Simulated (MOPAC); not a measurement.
Input file for MOPAC: PM7 on C2H7IO (a complex), monomers drawn apart or pushed together.

```
PM7 1SCF PRECISE CHARGE=0 THREADS=1
C2H7IO

C      0.76888425 1    -0.82014829 1     0.06759025 1
O      0.32688298 1     0.26357765 1     0.87059720 1
C     -0.98971672 1     0.68641325 1     0.55061986 1
H      0.79363772 1    -0.53126713 1    -0.98804491 1
H      0.11508773 1    -1.69111468 1     0.18687080 1
H      1.77353189 1    -1.07596179 1     0.39740942 1
H     -1.03925722 1     1.03908696 1    -0.48455704 1
H     -1.23772113 1     1.50361198 1     1.22457437 1
H     -1.70936146 1    -0.12816601 1     0.68784843 1
I     -0.01865035 1    -1.58759210 1     5.37031452 1
H      0.23739175 1    -0.82388232 1     3.93059178 1
```

Program output:

```
*******************************************************************************
 **                                                                           **
 **                              MOPAC v23.2.5                                **
 **                                                                           **
 *******************************************************************************
 ** MOPAC's Digital Object Identifier: https://doi.org/10.5281/zenodo.6511958 **
 **                                                                           **
 ** Please cite the open-source release paper for use of this MOPAC version:  **
 ** J. E. Moussa and J. J. P. Stewart (2026)                                  **
 ** MOPAC: An open-source semiempirical molecular orbital program             **
 ** J. Open Source Softw., 11(119), 8025, https://doi.org/10.21105/joss.08025 **
 *******************************************************************************

                              PM7 CALCULATION RESULTS

 *******************************************************************************
 *  PM7        - The PM7 Hamiltonian to be used
 *
 *
 *
 *                 CHARGE ON SYSTEM = 0
 *
 *
 *
 *  PRECISE    - TIGHTER CRITERIA TO BE USED
 *  1SCF       - DO 1 SCF AND THEN STOP
 *  THREADS=1  - MULTI-THREADING NOT USED
 *  T=         - A TIME OF 172800.0 SECONDS REQUESTED
 *  DUMP=N     - RESTART FILE WRITTEN EVERY 7200.0 SECONDS REQUESTED
 *******************************************************************************
PM7 1SCF PRECISE CHARGE=0 THREADS=1
 C2H7IO

   ATOM   CHEMICAL          X               Y               Z
  NUMBER   SYMBOL      (ANGSTROMS)     (ANGSTROMS)     (ANGSTROMS)

     1       C          0.76888425  *  -0.82014829  *   0.06759025  *
     2       O          0.32688298  *   0.26357765  *   0.87059720  *
     3       C         -0.98971672  *   0.68641325  *   0.55061986  *
     4       H          0.79363772  *  -0.53126713  *  -0.98804491  *
     5       H          0.11508773  *  -1.69111468  *   0.18687080  *
     6       H          1.77353189  *  -1.07596179  *   0.39740942  *
     7       H         -1.03925722  *   1.03908696  *  -0.48455704  *
     8       H         -1.23772113  *   1.50361198  *   1.22457437  *
     9       H         -1.70936146  *  -0.12816601  *   0.68784843  *
    10       I         -0.01865035  *  -1.58759210  *   5.37031452  *
    11       H          0.23739175  *  -0.82388232  *   3.93059178  *



          CARTESIAN COORDINATES

    NO.       ATOM           X           Y           Z

     1         C          0.7689     -0.8201      0.0676
     2         O          0.3269      0.2636      0.8706
     3         C         -0.9897      0.6864      0.5506
     4         H          0.7936     -0.5313     -0.9880
     5         H          0.1151     -1.6911      0.1869
     6         H          1.7735     -1.0760      0.3974
     7         H         -1.0393      1.0391     -0.4846
     8         H         -1.2377      1.5036      1.2246
     9         H         -1.7094     -0.1282      0.6878
    10         I         -0.0187     -1.5876      5.3703
    11         H          0.2374     -0.8239      3.9306

 General Reference for PM7:
 "Optimization of Parameters for Semiempirical Methods VI: More Modifications to the
 NDDO Approximations and Re-optimization of Parameters", J. J. P. Stewart, J. Mol. Mod., 1:32, 19 (2013)
 https://link.springer.com/article/10.1007/s00894-012-1667-x

           Empirical Formula: C2 H7 O I  =    11 atoms



      MOLECULAR POINT GROUP   :   Cs


      RHF CALCULATION, NO. OF DOUBLY OCCUPIED LEVELS = 14


 -------------------------------------------------------------------------------
 PM7 1SCF PRECISE CHARGE=0 THREADS=1
 C2H7IO



     1SCF WAS SPECIFIED, SO BFGS WAS NOT USED
     SCF FIELD WAS ACHIEVED


                              PM7 CALCULATION
                                                       MOPAC v23.2.5 Linux




          FINAL HEAT OF FORMATION =        -46.54106 KCAL/MOL =    -194.72781 KJ/MOL


          COSMO AREA              =        151.95 SQUARE ANGSTROMS
          COSMO VOLUME            =        133.04 CUBIC ANGSTROMS

          IONIZATION POTENTIAL    =          9.399591 EV
          HOMO LUMO ENERGIES (EV) =         -9.400  2.130
          NO. OF FILLED LEVELS    =         14
          MOLECULAR WEIGHT        =        173.9812         POINT GROUP:  Cs

          MOLECULAR DIMENSIONS (Angstroms)

            Atom       Atom       Distance
            I    10    H     7     6.49774
            H     8    H     6     3.97649
            O     2    H     9     1.67889


          SCF CALCULATIONS        =          1





   ATOM   CHEMICAL          X               Y               Z
  NUMBER   SYMBOL      (ANGSTROMS)     (ANGSTROMS)     (ANGSTROMS)

     1       C          0.76888425  *  -0.82014829  *   0.06759025  *
     2       O          0.32688298  *   0.26357765  *   0.87059720  *
     3       C         -0.98971672  *   0.68641325  *   0.55061986  *
     4       H          0.79363772  *  -0.53126713  *  -0.98804491  *
     5       H          0.11508773  *  -1.69111468  *   0.18687080  *
     6       H          1.77353189  *  -1.07596179  *   0.39740942  *
     7       H         -1.03925722  *   1.03908696  *  -0.48455704  *
     8       H         -1.23772113  *   1.50361198  *   1.22457437  *
     9       H         -1.70936146  *  -0.12816601  *   0.68784843  *
    10       I         -0.01865035  *  -1.58759210  *   5.37031452  *
    11       H          0.23739175  *  -0.82388232  *   3.93059178  *

                             CARTESIAN COORDINATES

   1    C        0.768884250    -0.820148290     0.067590250
   2    O        0.326882980     0.263577650     0.870597200
   3    C       -0.989716720     0.686413250     0.550619860
   4    H        0.793637720    -0.531267130    -0.988044910
   5    H        0.115087730    -1.691114680     0.186870800
   6    H        1.773531890    -1.075961790     0.397409420
   7    H       -1.039257220     1.039086960    -0.484557040
   8    H       -1.237721130     1.503611980     1.224574370
   9    H       -1.709361460    -0.128166010     0.687848430
  10    I       -0.018650350    -1.587592100     5.370314520
  11    H        0.237391750    -0.823882320     3.930591780


           Empirical Formula: C2 H7 O I  =    11 atoms



      MOLECULAR POINT GROUP   :   Cs


                  EIGENVALUES
 -29.75802 -25.05043 -24.18948 -23.62477 -16.54130 -16.13581 -16.04798 -13.72277
 -13.11253 -12.31045 -12.19819 -10.22298  -9.39998  -9.39959   2.12965   2.23990
   4.40723   5.34381   5.34415   5.38486   5.55556   6.03061   6.22036 124.05321
 124.05384 124.17652 124.48125 124.48126


              NET ATOMIC CHARGES AND DIPOLE CONTRIBUTIONS

  ATOM NO.   TYPE          CHARGE      No. of ELECS.   s-Pop       p-Pop       d-Pop
    1          C          -0.202047        4.2020     1.07774     3.12430
    2          O          -0.368855        6.3689     1.88104     4.48782
    3          C          -0.202039        4.2020     1.07774     3.12430
    4          H           0.123993        0.8760     0.87601
    5          H           0.119254        0.8807     0.88075
    6          H           0.143251        0.8567     0.85675
    7          H           0.123987        0.8760     0.87601
    8          H           0.143253        0.8567     0.85675
    9          H           0.119254        0.8807     0.88075
   10          I          -0.184540        7.1845     1.88220     5.29920     0.00314
   11          H           0.184490        0.8155     0.81551
 DIPOLE           X         Y         Z       TOTAL
 POINT-CHG.    -0.829    -0.105    -2.679     2.807
 HYBRID         0.187     0.450    -0.720     0.870
 SUM           -0.642     0.345    -3.399     3.477


          ATOMIC ORBITAL ELECTRON POPULATIONS

     Atom    s        px        py        pz      x^2-y^2     xz        z^2       yz        xy
    1  C   1.07774   1.10944   0.95889   1.05597
    2  O   1.88104   1.33955   1.54080   1.60747
    3  C   1.07774   0.87598   1.11008   1.13823
    4  H   0.87601
    5  H   0.88075
    6  H   0.85675
    7  H   0.87601
    8  H   0.85675
    9  H   0.88075
   10  I   1.88220   1.98296   1.84978   1.46646   0.00011   0.00028   0.00124   0.00142   0.00008
   11  H   0.81551

 **********************
 *                    *
 * JOB ENDED NORMALLY *
 *                    *
 **********************




 == MOPAC DONE ==
```

The run finished.

Cost: around 0.04 core-seconds (rough).
